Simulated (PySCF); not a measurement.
Stationary points of NbCl₅

These are results of B3LYP in PySCF with Nb def2-SVP with ECP28, Cl def2-SVP; scalar-relativistic core potentials, no spin–orbit coupling; density-fitted integrals, not measurements.

Relaxations began from a few typed shapes. The search is not exhaustive: other isomers or separated fragments can lie lower, and high-lying points may rest on an excited occupation.

```
   spin  group                                   bonds                                                           angles  imaginary modes (cm⁻¹)  ΔE (kJ/mol)  ΔE with ZPE (kJ/mol)
singlet    D3h  Nb–Cl 2.291 Å (×3), Nb–Cl 2.338 Å (×2)       Cl–Nb–Cl 90.0° (×6), Cl–Nb–Cl 120.0° (×3), Cl–Nb–Cl 180.0°                    none          0.0                   0.0
singlet    C4v       Nb–Cl 2.254 Å, Nb–Cl 2.326 Å (×4)  Cl–Nb–Cl 86.5° (×4), Cl–Nb–Cl 104.3° (×4), Cl–Nb–Cl 151.5° (×2)                     38i          7.0                     –
```

The lowest minimum found is the singlet D3h: Nb–Cl 2.291 Å (×3), Nb–Cl 2.338 Å (×2); Cl–Nb–Cl 90.0° (×6), Cl–Nb–Cl 120.0° (×3), Cl–Nb–Cl 180.0°.

Formally Nb is in oxidation state +5, d0. The polar-tensor charge on Nb, 2.60, is far below the formal one.

For the lowest minimum: stability towards spin polarisation was not tested.
